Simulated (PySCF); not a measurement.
Run record: excited-state job, `BOBC1=CCC1=C`.

Computed with TDDFT wB97X-D/def2-SVPD, vertical, gas phase, core orbitals frozen in the response (PySCF 2.14.0, density-fitted response routines). Geometry: GFN2-xTB. The command runs a driver script over a list of jobs; the input below is this job's line of settings and its coordinates in Å.

Command:
```bash
OMP_NUM_THREADS=1 python probes_run.py task.json out
```

Input:
```
{"job": {"kind": "uv", "xc": "wB97X-D", "basis": "def2-SVPD", "nstates": 8, "ntriplets": 3}, "charge": 0, "multiplicity": 1}
B      2.961931     0.813419    -0.088910
O      2.121298    -0.169158    -0.087169
B      1.249209    -1.137932    -0.071812
C     -0.266077    -0.844686     0.151221
C     -1.381143    -1.609586     0.222691
C     -2.320008    -0.455495     0.455465
C     -1.053050     0.387980     0.371446
C     -0.799850     1.679560     0.464652
H      3.217930     1.362180    -1.103585
H      3.468239     1.151620     0.924048
H      1.621572    -2.249012    -0.229664
H     -1.565079    -2.665983     0.146219
H     -3.054926    -0.275275    -0.329926
H     -2.824036    -0.442750     1.422452
H      0.201559     2.066092     0.372573
H     -1.585168     2.397971     0.636372
```

Question: What does the run print?

Answer: 
```
coarse grid: 13648 points
cycle   1  E = -319.7875752042  dE =  1.511e+00  |g| = 6.167e-01  |ddm| = 8.398e+00
cycle   2  E = -319.7741203612  dE =  1.345e-02  |g| = 7.337e-01  |ddm| = 1.942e+00
cycle   3  E = -319.8713179594  dE = -9.720e-02  |g| = 5.673e-02  |ddm| = 8.447e-01
cycle   4  E = -319.8721642223  dE = -8.463e-04  |g| = 2.617e-02  |ddm| = 2.783e-01
cycle   5  E = -319.8723557181  dE = -1.915e-04  |g| = 3.686e-03  |ddm| = 7.440e-02
cycle   6  E = -319.8723603344  dE = -4.616e-06  |g| = 2.280e-03  |ddm| = 2.070e-02
final grid: 132640 points
cycle   7  E = -319.9302127021  dE = -9.926e-05  |g| = 3.287e-03  |ddm| = 2.580e-01
cycle   8  E = -319.9302144866  dE = -1.784e-06  |g| = 2.840e-03  |ddm| = 3.405e-02
cycle   9  E = -319.9302164055  dE = -1.919e-06  |g| = 6.101e-04  |ddm| = 6.846e-03
cycle  10  E = -319.9302165501  dE = -1.446e-07  |g| = 1.755e-04  |ddm| = 3.495e-03
cycle  11  E = -319.9302165589  dE = -8.844e-09  |g| = 5.797e-05  |ddm| = 6.380e-04
cycle  12  E = -319.9302165608  dE = -1.857e-09  |g| = 3.273e-05  |ddm| = 2.801e-04
cycle  13  E = -319.9302165611  dE = -3.666e-10  |g| = 8.407e-06  |ddm| = 1.326e-04
converged SCF energy = -319.9302165611

Static polarisability (au): isotropic 91.635, principal 61.617 92.757 120.530

Singlet excitations
state   eV       nm        f      main configurations
  1   5.1308    241.6   0.16736   H->L 0.96
  2   5.4253    228.5   0.00075   H-1->L 0.96
  3   6.1229    202.5   0.00059   H-2->L+1 0.33, H->L+1 0.32, H-3->L+1 0.30
  4   6.3405    195.5   0.29746   H->L+2 0.91
  5   6.4430    192.4   0.23832   H-2->L 0.82, H-3->L 0.13
  6   6.6042    187.7   0.00337   H->L+1 0.51, H-2->L+1 0.21, H->L+3 0.12
  7   6.9404    178.6   0.00428   H-1->L+2 0.70, H-4->L 0.15
  8   6.9936    177.3   0.00010   H->L+3 0.55, H->L+1 0.12, H->L+5 0.12

Triplet excitations (Tamm-Dancoff, eV): 3.2277 4.5857 5.0791
```

The SCF starts on a coarse grid where the log names one; the energy can jump when the final grid takes over, and dE then counts from the start density on the new grid. H and L stand for HOMO and LUMO; the number after each pair is its weight.

Question: Give the mean polarisability as a volume in Å³, and the ratio of the largest to the smallest principal value.

Answer: 91.635 au × 0.148185 = 13.58 Å³; 120.530/61.617 = 1.96.

Question: Give S1 in cm⁻¹ and kJ/mol.

Answer: 5.1308 eV × 8065.54 = 41383 cm⁻¹; × 96.485 = 495.0 kJ/mol.

In short: HOMO -8.67 eV, LUMO 0.31 eV; lowest singlet 5.13 eV; lowest triplet 3.23 eV (Tamm–Dancoff); mean polarisability 91.6 au.

Question: Estimate the wall time. Hardware: Arm Neoverse V1, one thread, no GPU (shared host). And the peak memory of the process?

Answer: About 54 s, with 0.95 GiB resident at the peak, the Python interpreter and its libraries included.

One conformer stands for the species.
Labels such as C1 count atoms from 1, the log's own numbers from 0.

wB97X-D is run here without its empirical dispersion term; that term would change no orbital, density or response property at a fixed geometry.
